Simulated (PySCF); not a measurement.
Computed shifts of a molecule C₃H₄ClF, PBE/pcSseg-1 in PySCF, GIAO, gas phase, equivalent atoms averaged, in ppm (number of nuclei): ¹³C: 174.2 (1), 116.6 (1), 18.8 (1). ¹⁹F: -114.4 (1). ¹H: 6.31 (1), 2.58 (3). References: ¹³C against TMS (σ = 182.0 ppm); ¹⁹F against CFCl3 (σ = 133.6 ppm); ³⁵Cl against HCl (σ = 936.5 ppm); ¹H against TMS (σ = 31.49 ppm), references at their B3LYP-D3(BJ)/def2-TZVP geometries, non-relativistic (without spin–orbit terms, shifts of atoms bonded to Cl or Br come out too high). Geometry optimised at PBE-D3(BJ)/def2-SVP. The values are those of a single conformer.

Question: Which structure fits?
A) FC1(Cl)CC1
B) C/C=C(\F)Cl
C) C/C(F)=C\Cl
D) C/C(Cl)=C\F

Answer: C, C/C(F)=C\Cl
